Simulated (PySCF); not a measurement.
**Two-component Hartree-Fock for Rh³⁵⁺ (rhodium, charge +35)**

Start: [Ne]. Calculated with PySCF 2.14 in an uncontracted even-tempered set (17 s from 15 bohr⁻², ratio 2.4; 12 p from 19 bohr⁻², ratio 2.4; 5 d from 75 bohr⁻², ratio 2.6; 4 f from 110 bohr⁻², ratio 2.6): generalised Hartree-Fock with the X2C-1e Hamiltonian and a Gaussian nucleus; one run each with spin-orbit coupling (SO) switched off, then screened by Boettger's factors.

```csv
spinor shell,electrons,"ε, spin-free (eV)","ε, screened SO (eV)",weight of nominal j (screened SO),"rms radius, screened SO (bohr)"
1s1/2,2,-25425.6,-25424.6,1.000,0.0374
2s1/2,2,-5409.6,-5409.3,1.000,0.150
2p1/2,2,-5065.5,-5169.6,1.000,0.130
2p3/2,4,-5065.5,-5017.4,1.000,0.134
```

```
   quantity    spin-free  screened SO
E (hartree)  -3758.08417  -3758.71427
        M_J            0            0
       ⟨J²⟩        0.000        0.000
       ⟨L²⟩        0.000        0.004
       ⟨S²⟩        0.000        0.004
```

Breit and QED terms are absent; they matter most for the inner s and p1/2 levels.

Densities and radii are taken from the X2C orbitals without a picture-change correction, which distorts them close to the nucleus.

Without spin-orbit coupling the j labels of p, d and f shells carry no meaning; the spin-free column gives the mean over the occupied spinors of each nl shell.
